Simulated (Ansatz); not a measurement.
Consider the ligand exchange at a B–C bond: `C#CB(O)F` + `[NH2][AlH2]` → `OB(F)[NH][AlH2]` + acetylene.

Program: Ansatz. Geometries: PBE0-D4/def2-TZVP. ΔE: electronic, gas phase. CBS: MP2 limit from def2 TZ/QZ plus the TZ coupled-cluster correction, frozen cores. This one scheme is used for every species. DFT in def2-TZVPP. B3LYP here is the variant with VWN-RPA as its local correlation; programs differ in this. HSE06 is defined as in plane-wave codes. One conformer a species, not always the lowest.

`C#CB(O)F`:

Cartesian coordinates in Å:
```
C -1.017 -0.274 1.492
C -0.199 -0.050 0.638
B 0.811 0.226 -0.481
O 0.500 0.124 -1.789
F 2.049 0.583 -0.178
H -1.733 -0.470 2.258
H -0.411 -0.138 -1.940
```

`[NH2][AlH2]`:

```xyz
6

N     0.351    0.011   -0.870
Al   -0.310   -0.010    0.768
H     1.161    0.535   -1.158
H    -0.030   -0.499   -1.651
H     0.422    0.858    1.872
H    -1.595   -0.895    1.037
```

`OB(F)[NH][AlH2]`:

Cartesian coordinates in Å:
```
O 0.171 -0.130 -2.274
B -0.306 -0.005 -1.003
F -1.627 0.185 -0.824
N 0.549 -0.070 0.121
Al 0.160 0.065 1.866
H -0.522 -0.066 -2.935
H 1.517 -0.215 -0.131
H 1.390 -0.058 2.855
H -1.331 0.292 2.326
```

`C#C`:

Cartesian coordinates in Å:
```
C 0.037 0.055 -0.595
C -0.037 -0.055 0.595
H 0.103 0.154 -1.653
H -0.103 -0.154 1.653
```

```csv
level,ΔE (kJ/mol),difference from CCSD(T)/CBS
LDA (SPW92),-51.0,5.2
PBE-D4,-46.2,10.0
revPBE-D4,-46.2,10.0
BLYP-D4,-48.3,7.9
r2SCAN-D4,-51.8,4.4
B97M-V,-49.0,7.2
PBE0-D4,-52.9,3.3
B3LYP-D4,-53.7,2.5
r2SCANh-D4,-53.9,2.3
r2SCAN0-D4,-56.9,-0.7
HSE06-D4,-52.7,3.5
CAM-B3LYP-D4,-57.7,-1.5
ωB97X-V,-56.8,-0.6
ωB97M-V,-57.4,-1.2
B2PLYP,-53.5,2.7
PBE-QIDH,-56.5,-0.3
revPBE,-41.9,14.3
BLYP,-45.1,11.1
PBE0,-51.6,4.6
B3LYP,-51.3,4.9
r2SCANh,-53.6,2.6
r2SCAN0,-56.5,-0.3
HSE06,-51.4,4.8
BHLYP,-58.8,-2.6
LC-ωPBE,-56.6,-0.4
HF/def2-SVP,-71.4,-15.2
MP2/def2-SVP,-61.9,-5.7
CCSD/def2-SVP,-64.8,-8.6
CCSD(T)/def2-SVP,-62.4,-6.2
HF/def2-TZVPP,-64.5,-8.3
MP2/def2-TZVPP,-55.9,0.3
SCS-MP2/def2-TZVPP,-56.2,0.0
CCSD/def2-TZVPP,-59.2,-3.0
CCSD(T)/def2-TZVPP,-57.3,-1.1
HF/def2-QZVPP,-63.8,-7.6
MP2/def2-QZVPP,-55.0,1.2
SCS-MP2/def2-QZVPP,-55.3,0.9
HF/CBS(def2),-63.7,-7.5
MP2/CBS(def2),-54.8,1.4
CCSD/CBS(def2),-58.2,-2.0
CCSD(T)/CBS,-56.2,0
```

Task: What do rigid-rotor, harmonic-oscillator terms from PBE0-D4/def2-TZVP frequencies (298.15 K, 1 bar) make of the CCSD(T)/CBS value? (An estimate is asked.)

Result: Ansatz gave: ΔZPE = -0.9 kJ/mol, ΔH = -56.6 kJ/mol, ΔS = -19 J/(mol·K), ΔG = -51.0 kJ/mol.

Largest T1 diagnostic among the species: 0.014.

From PBE to PBE0 (25 % exact exchange), in def2-TZVPP and without D4, ΔE moves by −6.9 kJ/mol. In def2-TZVPP, CCSD(T) changes the Hartree–Fock value by +7.2 kJ/mol (the triples alone add +2.0 kJ/mol) and MP2 by +8.6 kJ/mol. Leaving LDA and LC-ωPBE aside and taking each functional with its dispersion term where it has one, the values, not all of them listed here, spread over 14.8 kJ/mol, from BHLYP-D4 to PBE-D4. LDA lies −6.3 kJ/mol from PBE without D4.
